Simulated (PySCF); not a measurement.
C₃H₆N₂Si, SMILES CC1=NC=N[SiH2]1.

Geometry: PBE0-D3(BJ)/def2-SVP. This is a generated structure with no PubChem entry under its InChIKey; it may be hypothetical.

The numbers are results of PBE/def2-TZVP run with PySCF, not measurements.

Symmetry labels are those of the subgroup Cs that the program uses (full group Cs).

Computed valence orbital energies around the gap with their symmetry:
| orbital | symmetry | energy (eV) |
|---|---|---|
| HOMO−7 | A' | -10.35 |
| HOMO−6 | A" | -9.85 |
| HOMO−5 | A' | -9.79 |
| HOMO−4 | A' | -9.01 |
| HOMO−3 | A" | -8.59 |
| HOMO−2 | A" | -7.16 |
| HOMO−1 | A' | -6.49 |
| HOMO | A' | -5.91 |
| LUMO | A" | -3.09 |
| LUMO+1 | A' | -0.63 |
| LUMO+2 | A" | -0.21 |
| LUMO+3 | A' | 0.18 |
